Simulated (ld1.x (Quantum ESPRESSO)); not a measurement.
## Be (Z = 4): variants of one PAW potential

Base potential:

ld1.x (Quantum ESPRESSO) 7.5 input, shortened:

```
&input
   title='Be', zed=4., rel=0, dft='PW91', iswitch=3,
   config='[He] 2s1.5 2p0'
 /
 &inputp
   pseudotype=3, lpaw=.true., tm=.true., lloc=-1, rcloc=3.85,
   nlcc=.true., rcore=1.90,
   which_augfun='PSQ', rmatch_augfun_nc=.true.
 /
4
2S  1  0   1.50   0.00  1.90  2.20  0.0
2S  1  0   0.00   0.25  1.90  2.20  0.0
2P  2  1   0.00   0.00  4.30  4.50  0.0
2P  2  1   0.00   0.05  4.30  4.50  0.0
 &test
   configts(1)='2s1.5 2p0'
 /
```

All-electron outer shells of the reference configuration (PW91, non-relativistic, ld1.x):

```json
{"shell": "2s", "level (eV)": "-9.53", "outermost node (bohr)": "0.59", "outermost maximum (bohr)": "1.97"}
{"shell": "2p", "level (eV)": "-5.70", "outermost node (bohr)": "–", "outermost maximum (bohr)": "2.07"}
```

Cutoffs, loose and tight: the cutoffs (Ry, on a coarse ladder) from which the occupation-weighted sum of valence levels, in a spherical-Bessel basis at the reference potential, stays within 10 and 1 mRy of its value at 400 Ry. They do not see the model core or the augmentation charge, which bear on the density cutoff. Test errors are all-electron minus pseudo excitation energies from the reference, over the configurations 2s2 2p0; 2s1 2p0; 2s1 2p1; 2s0 2p1; 2s0 2p2. A dash means not determined; rows that change the core or the reference have their own tests. The largest error is taken over the tests solved by every variant that gives reliable tests at all: 2s0 2p1; 2s1 2p0; 2s2 2p0.

Cutoffs are not given where the Bessel-basis levels miss the radial ones by over 6 mRy, ghosts where they miss by over 20 mRy; a channel whose overlap is not positive is not tested.

A file whose overlap is not positive is unfit for use, and its test errors describe a broken file.

```tsv
change	outcome	cutoff, loose	cutoff, tight	bound ghosts	largest test error (meV)
base	generated	6 Ry	6 Ry	none	-13
local potential all-electron potential smoothed inside 2.42 bohr (lloc = -1)	generated, overlap not positive	–	–	not determined (overlap not positive)	-0.7
local potential all-electron potential smoothed inside 2.78 bohr (lloc = -1)	generated, overlap not positive	–	–	not determined (overlap not positive)	-12
local potential all-electron potential smoothed inside 3.20 bohr (lloc = -1)	generated	6 Ry	6 Ry	none	-13
local potential all-electron potential smoothed inside 3.86 bohr (lloc = -1)	generated	6 Ry	6 Ry	none	-13
local potential all-electron potential smoothed inside 4.12 bohr (lloc = -1)	generated	6 Ry	6 Ry	none	-7.7
local potential all-electron potential smoothed inside 4.80 bohr (lloc = -1)	generated	6 Ry	6 Ry	none	-9.0
local potential all-electron potential smoothed inside 5.26 bohr (lloc = -1)	generated	6 Ry	6 Ry	none	-10
```

Task: What comes out with this change to the base: local potential all-electron potential smoothed inside 1.92 bohr (lloc = -1)?

Result: outcome: generated, overlap not positive; bound ghosts: not determined (overlap not positive); largest test error (meV): -238. A file whose overlap is not positive is unfit for use, and its test errors describe a broken file.

Reading the sweep of the rcloc (base included, trends over the rows without a ghost): The loose cutoff stays near 6 Ry. The median size of the test errors (rows with all tests solved) rises from 1.5 meV at 3.2 to 2.1 meV at 5.26 bohr, with one reversal.
